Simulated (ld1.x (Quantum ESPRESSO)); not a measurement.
## Logarithmic derivatives: Cu (Z = 29), TM

copper (Cu), norm-conserving Troullier–Martins (Kleinman–Bylander form), made with ld1.x (Quantum ESPRESSO) 7.5 (PBE, scalar-relativistic). Core [Ar], reference 3d9 4s2 4p0. Waves: 4s (bound): rc 2.15 bohr; 4p (bound, empty): rc 3.10 bohr; 3d (bound): rc 1.35 bohr; 4f channel at 0.2 Ry: rc 3.15 bohr. Local part: all-electron potential smoothed inside 1.95 bohr (lloc = -1). Core correction: Bessel-smoothed model core inside 0.95 bohr.

The phase is arctan(r·u′/u) with u = r·R(r), unwrapped; energies in Ry, scanned from -3 to 5 Ry. A pole is an energy at which the radial function vanishes at the test radius. The pseudo phase is shifted by a multiple of π to meet the all-electron one at the reference energy, and phase errors are pseudo minus all-electron; the curves can meet again beyond the range given. Levels narrower than the energy grid can be missing from the lists of poles.

```
channel  radius (bohr)  reference energy (Ry)  poles, all-electron     poles, pseudo  unbroken range about the reference energy with phases within 0.05 rad  phase error 1 Ry above the reference energy (rad)
      s           3.41                  -0.43           0.04, 4.06  0.03, 2.61, 4.99                                                              below 1.1                                             -0.008
      p           3.41                  -0.09           0.77, 4.89        0.75, 3.76                                                              below 1.6                                             -0.008
      d           3.41                  -0.70          -0.68, 2.10       -0.68, 2.21                                                              below 0.6                                             +0.010
      f           3.41                   0.20                 3.04              3.08                                                              below 4.2                                             +0.002
```

Phases in the f channel:

| E (Ry) | all-electron | pseudo |
| --- | --- | --- |
| -3.00 | 1.420 | 1.420 |
| -2.52 | 1.410 | 1.410 |
| -2.04 | 1.397 | 1.397 |
| -1.56 | 1.381 | 1.381 |
| -1.08 | 1.360 | 1.360 |
| -0.60 | 1.330 | 1.330 |
| -0.12 | 1.285 | 1.285 |
| 0.36 | 1.206 | 1.206 |
| 0.84 | 1.027 | 1.027 |
| 1.32 | 0.372 | 0.376 |
| 1.80 | -0.978 | -0.971 |
| 2.28 | -1.376 | -1.371 |
| 2.76 | -1.518 | -1.512 |
| 3.24 | -1.604 | -1.596 |
| 3.72 | -1.687 | -1.669 |
| 4.20 | -1.816 | -1.768 |
| 4.68 | -2.284 | -2.001 |
